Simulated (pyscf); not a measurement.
# HO–Al, singlet

Gas-phase minimum from PySCF at ωB97X-D3(BJ)/def2-SVP, one conformer. 

SMILES: [OH][Al]
```xyz
3

O      0.8322    -0.1311     0.2132
Al     1.8323     0.9791    -0.5630
H      0.2668    -0.7592     0.6536
```
Charge 0, spin multiplicity 1.

Bonds (Å): O1–Al2 1.684, O1–H3 0.953. Bond angles (°): Al2–O1–H3 179.9.

Properties at ωB97X-D3(BJ)/def2-SVP:

```json
{
  "harmonic_wavenumbers_unscaled": "307, 307, 882, 4067 cm⁻¹",
  "zero_point_energy": "8.0 kcal/mol",
  "rotational_symmetry_number": "1",
  "Entropy of this conformer at 298 K and 1 atm, rigid rotor and harmonic oscillator, modes under 100 cm⁻¹ raised to 100": "226.2 J/(mol K)",
  "dipole_moment": "1.66 D"
}
```

Single-point totals, which compare only within one level (frozen core for MP2 and CC):

| level | total energy (hartree) |
|---|---|
| ωB97X-D3(BJ)/def2-TZVP | -318.35931 |
| PBE/def2-TZVP | -318.11793 |
| r²SCAN/def2-TZVP | -318.26406 |
| B3LYP-D3(BJ)/def2-TZVP | -318.36178 |
| PBE0-D3(BJ)/def2-TZVP | -318.13728 |
| M06-2X/def2-TZVP | -318.28971 |
| ωB97M-D3(BJ)/def2-TZVP | -318.39539 |
| HF/def2-TZVPP | -317.44793 |
| MP2/def2-TZVPP | -317.74945 |
| CCSD/def2-TZVPP | -317.76101 |
| CCSD(T)/def2-TZVPP | -317.77195 |

The CCSD(T) − MP2 part came from Ansatz, without density fitting, on the same reference.
